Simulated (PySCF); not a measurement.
Computed structure and properties of [Eu(H2S)3]3+

System: [Eu(H2S)3]3+ (singlet in the valence; each metal's 4f electrons, 6 of them, lie in its core potential, out of spins and levels); start: displaced along the imaginary mode (C1). Method: PySCF 2.14.0, RKS TPSS, Eu lcecp-1-SVP with ECP52, S def2-SVP, H def2-SVP; non-relativistic Hamiltonian with scalar-relativistic core potentials where named; density fitting; no spin-orbit coupling.

Input of the relaxation:

```python
mol = gto.M(atom='''
Eu    -0.00000     0.00000    -0.00000
S      2.91270     0.05682     0.00830
H      3.34403    -0.95402     0.86677
H      3.34638    -0.55469    -1.16766
S     -1.50556     2.49406    -0.01320
H     -1.15993     3.19324     1.13341
H     -0.87869     3.35518    -0.90102
S     -1.40714    -2.55089     0.00490
H     -2.29400    -2.53941     1.05147
H     -2.35779    -2.50030    -0.98296''',
    basis={'Eu': 'lcecp-1-SVP', 'S': 'def2-SVP', 'H': 'def2-SVP'},
    ecp={'Eu': 'lcecp-1-SVP'},
    charge=3, spin=0)
mf = dft.RKS(mol, xc='TPSS')
mf.grids.atom_grid = (50, 194)  # f atoms: unpruned, at least (60, 302)
mf = mf.density_fit()  # fitting sets: Eu AutoAux, S def2-universal-JKFIT, H def2-universal-JKFIT
mf.conv_tol = 1e-08; mf.max_cycle = 55
mf.kernel(dm0)  # dm0: converged density of the start geometry
# quasi-Newton relaxation in Cartesian coordinates to a largest gradient under 0.00045 Eh/bohr, steps kept in the point group
```

Run from Python with OMP_NUM_THREADS=2; the lines above give its settings. Where DIIS fails, smearing, a level shift and second-order steps follow.
It took 6.3 min on 2 threads of Arm Neoverse V2, with other jobs on the host, from the converged density of the start.

Course of the relaxation:

| step | energy above end (eV) | largest force component within the symmetry (eV/Å) |
| --- | --- | --- |
| 0 | 0.0835 | 0.581 |
| 1 | 0.0657 | 0.128 |
| 2 | 0.0648 | 0.021 |
| 3 | 0.0645 | 0.021 |
| 4 | 0.0627 | 0.073 |
| 5 | 0.0623 | 0.117 |
| 6 | 0.0616 | 0.119 |
| 7 | 0.0604 | 0.108 |
| 42 | 0.0010 | 0.048 |
| 43 | 0.0008 | 0.043 |
| 44 | 0.0002 | 0.021 |
| 45 | 0.0002 | 0.082 |
| 46 | 0.0000 | 0.012 |
| 47 | 0.0000 | 0.013 |
(The steps between are left out.)

Relaxed geometry (C1):

```xyz
10

Eu   -0.0963   -0.0621   -0.7943
S     2.6150   -0.1314    0.1964
H     3.0464   -1.4325    0.2113
H     3.4562    0.3012   -0.7958
S    -1.3214    2.5108   -0.2660
H    -1.3960    2.6978    1.0904
H    -0.3893    3.4888   -0.4983
S    -1.3905   -2.3412    0.4264
H    -2.5681   -1.9419    1.0044
H    -1.9559   -3.0896   -0.5746
```

| contact | Å |
| --- | --- |
| Eu1–S2 (H2S) | 2.887 |
| Eu1–S5 (H2S) | 2.898 |
| Eu1–S8 (H2S) | 2.891 |

On the finer grid (75, 302):

```json
{
  "HOMO": "-20.43 eV",
  "LUMO": "-17.19 eV",
  "Dipole about the centre of mass": "0.43 D",
  "Set of Mulliken populations of Eu1 outside the core potential": "s 2.30, p 6.16, d 0.88, f 0.02",
  "D3(BJ) dispersion energy (not in the energies)": "-0.302 eV"
}
```

```tsv
atom	Mulliken (e)	Löwdin (e)	spin (e)
Eu1	1.64	0.99	0.00
S2	-0.06	0.45	0.00
H3	0.25	0.11	0.00
H4	0.25	0.11	0.00
S5	-0.05	0.45	0.00
H6	0.25	0.11	0.00
H7	0.25	0.11	0.00
S8	-0.06	0.45	0.00
H9	0.25	0.11	0.00
H10	0.26	0.11	0.00
```

The 4f levels lie in the core potential and are missing. Their spin isn't counted.

No frequency check is given here.

Taking off one H2S (charge 0, singlet; the rest: singlet) in vacuum, both parts rigid, costs 2.86 eV; the small basis without counterpoise inflates it. Parting with an electron moved from the ligand to the metal can be far cheaper, even downhill.

Rigid scan of H2S along the line from its metal, all other atoms held (where the atom bridges, its other bond changes as well):

distance to S2 (Å), energy (eV) and a bar:
```
     2.59      0.284 ##############################
     2.69      0.110 ############
     2.79      0.024 ##
     2.89      0.000 
     2.99      0.021 ##
     3.09      0.071 ########
     3.29      0.225 ########################
```

One start shape was tried, so this needn't be the lowest isomer.

An lcecp potential fixes the number of 4f electrons, so in runs with it no electron can move into or out of that shell.
